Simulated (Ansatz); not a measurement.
The same group exchange along the group F, Cl, Br.

Calculated with Ansatz (gas phase, PBE0-D4/def2-TZVP geometries, no zero-point term in ΔE). CCSD(T)/CBS is the MP2 limit (def2-TZVPP, def2-QZVPP) plus CCSD(T) − MP2 in def2-TZVPP, frozen cores. This one scheme is used for every species. DFT in def2-TZVPP. For Br outer-core shells are correlated without core-valence functions, which leaves a few kJ/mol of doubt a bond. Scalar relativity is left out up to krypton. Each species was taken in one conformer, which may not be the lowest.

| reaction | PBE-D4 (kcal/mol) | ωB97X-V (kcal/mol) | HF/CBS(def2) (kcal/mol) | MP2/CBS(def2) (kcal/mol) | CCSD(T)/CBS(def2) (kcal/mol) |
| --- | --- | --- | --- | --- | --- |
| `FC[SiH2]F` + CH₃OH → `OC[SiH2]F` + `CF` | -1.7 | -1.5 | -0.9 | -1.8 | -1.6 |
| `ClC[SiH2]Cl` + CH₃OH → `OC[SiH2]Cl` + `CCl` | 0.8 | 1.3 | 2.3 | 2.4 | 2.0 |
| `BrC[SiH2]Br` + CH₃OH → `OC[SiH2]Br` + `CBr` | 1.5 | 1.9 | 3.0 | 3.7 | 3.1 |

Largest T1 diagnostic: 0.011, for `FC[SiH2]F`.
